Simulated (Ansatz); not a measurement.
The same path of CH5BFSi (9 atoms, charge 1, multiplicity 1) was run twice with different band settings. The coordinate that changes most is the dihedral H5–B1–Si2–C3.

The calculation used RKS PBE-D4/6-31G in Ansatz.

Relaxed end points:

```xyz
9
Properties=species:S:1:pos:R:3
B 0.017 1.808 -0.631
Si 0.587 -0.111 -0.504
C -0.312 -1.292 0.727
F -1.328 -0.548 1.404
H -0.848 2.110 -1.407
H 0.534 2.617 0.090
H 1.702 -0.732 -1.319
H 0.412 -1.706 1.459
H -0.762 -2.146 0.181
```

```xyz
9
Properties=species:S:1:pos:R:3
B 0.031 1.820 -0.652
Si 0.568 -0.105 -0.486
C -0.324 -1.296 0.741
F -1.345 -0.577 1.432
H 0.559 2.635 0.054
H -0.818 2.121 -1.446
H 1.683 -0.737 -1.292
H 0.410 -1.711 1.463
H -0.764 -2.149 0.185
```

Common settings: movable images 7; climbing image yes; spring 5.0 eV/Å²; start path IDPP; force threshold 0.05 eV/Å; iteration limit 60; end points relaxed.

| run | optimiser | largest step |
| --- | --- | --- |
| 1 | quadratic models (default) | default |
| 2 | lbfgs | 0.5 Å |

(1) What does each run give, and how far can it be trusted?

Answers

(1) Run 1: converged after 5 iterations, highest image 0.351 eV above the first end. A vibrational analysis at the climbing image gives one clearly imaginary mode, 327i cm⁻¹: a first-order saddle point.
Run 2: converged after 24 iterations, highest image 0.352 eV above the first end. Another band between the same ends (7 images) ends at a top of the same energy, where a vibrational analysis finds 1 clearly imaginary mode.
Limits of this set-up: no polarisation functions, the dipole of an ion depends on the origin.
